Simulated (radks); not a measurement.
Results of a calculation; reference values are marked as such.
Neutral indium inside a hard spherical wall (all orbitals vanish at R), configuration held at [Kr] 4d10 5s2 5p1 and not refilled when levels cross. Code: a radial shooting solver on a logarithmic mesh with Libxc functionals. Model: scalar-relativistic Kohn-Sham, PBE, spin-unpolarised, spherical densities, finite nucleus; Fermi nuclear charge, rms radius 4.6156 fm. Eigenvalues in eV, with the zero of energy where the potential of the charges vanishes at infinity; a dash marks a level that is unbound or too diffuse for the functional's potential to be trusted. A positive occupied level is held by the wall or, in an anion where self-interaction has pushed it up, behind a barrier. The pressure on the wall is -dE/dV.

R (bohr)  E (hartree)  kinetic (hartree)    e(4p)    e(4d)   e(5s)   e(5p)  e(6s, empty)  e(5d, empty)  pressure (GPa)
free      -5881.49410           6130.001  -78.131  -18.624  -8.211  -2.519             -             -               0
20        -5881.49410           6130.001  -78.131  -18.624  -8.211  -2.519        -0.366         0.584        < 0.0001
10        -5881.49276           6130.011  -78.010  -18.503  -8.113  -2.406         0.862         2.067          0.0263
8         -5881.48669           6130.045  -77.714  -18.211  -7.883  -2.086         2.827         3.497           0.239
6         -5881.44522           6130.249  -76.634  -17.155  -6.989  -0.705         9.246         7.289            3.24
3.5       -5880.54999           6133.831  -68.592   -9.510   3.255  13.676        58.672        32.833             259
3         -5879.46867           6137.928  -62.833   -3.951  12.994  26.177        95.214        51.257             857
